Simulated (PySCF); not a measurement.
Compound: C₅H₁₁Ga.
SMILES with atom numbers: `[CH3:1][GaH:2][CH:3]=[C:4]([CH3:5])[CH3:6]` (hydrogens: H7, H8, H9 on C1; H10 on Ga2; H11 on C3; H12, H13, H14 on C5; H15, H16, H17 on C6)

A linear-response calculation (PySCF, def2-SVPD basis, gas phase, vertical, core orbitals frozen in the response) gave these numbers; the functional is withheld.

Orbital energies (eV): HOMO-3 -11.46, HOMO-2 -9.10, HOMO-1 -8.99, HOMO -8.46, LUMO -0.35, LUMO+1 0.83, LUMO+2 1.48.

| state | E (eV) | f | main configurations (H = HOMO, L = LUMO) |
| --- | --- | --- | --- |
| S1 | 4.99 | 0.0008 | H-1→L (95%) |
| S2 | 5.23 | 0.0011 | H-2→L (94%) |
| S3 | 5.34 | 0.294 | H→L (98%) |
| S4 | 6.68 | 0.014 | H→L+1 (76%), H→L+2 (16%) |
| S5 | 7.12 | 0.127 | H-1→L+1 (66%), H-2→L+1 (19%) |
| S6 | 7.18 | 0.0062 | H-1→L+3 (75%) |

Triplets, Tamm–Dancoff:

```csv
state,E (eV),λ (nm),"main configurations (H = HOMO, L = LUMO)"
T1,3.70,334.7,"H→L (77%), H→L+3 (16%)"
T2,4.63,267.6,H-1→L (90%)
T3,4.90,253.1,H-2→L (88%)
T4,6.13,202.2,"H→L+3 (63%), H→L (21%), H→L+10 (9%)"
```

Vertical ionisation energy by ΔSCF with the same functional: 9.09 eV. Mean static polarisability: 94.7 au.

**Question.** Name the functional.
A. HF
B. CAM-B3LYP
C. PBE
D. B3LYP

**Answer.** B. CAM-B3LYP is range-separated, 19% exact exchange at short range and 65% at long range (ω = 0.33 bohr⁻¹). In this run −ε(HOMO) = 8.46 eV differs from the ΔSCF value by -0.63 eV, and S1 differs from the orbital gap of 8.11 eV by -3.12 eV. The ratio −ε(HOMO)/IP is 0.93. Small neutral molecules mostly give 0.85 to 0.93 with CAM-B3LYP, 0.5 to 0.7 with PBE, 0.67 to 0.83 with B3LYP; Hartree–Fock can't fall below 1, since the ion's relaxation only lowers the ΔSCF value.

Computed with TDDFT CAM-B3LYP/def2-SVPD, vertical, gas phase, core orbitals frozen in the response (PySCF 2.14.0, density-fitted response routines). One conformer (not necessarily the lowest) at the PBE0-D3(BJ)/def2-SVP geometry, without solvent, vibrations or thermal averaging. The CAM-B3LYP/def2-SVPD calculation is non-relativistic and has no spin–orbit coupling, an omission that weighs most on gallium.

Time: 6.2 min; peak memory 1.1 GiB. Hardware: an Intel Xeon Platinum 8259CL at 2.50 GHz with one thread, shared host with 96 logical CPUs at a one-minute load of 47.

Conformer computed: `[CH3:1][GaH:2][CH:3]=[C:4]([CH3:5])[CH3:6]`: C1–Ga2–C3–C4 179°.
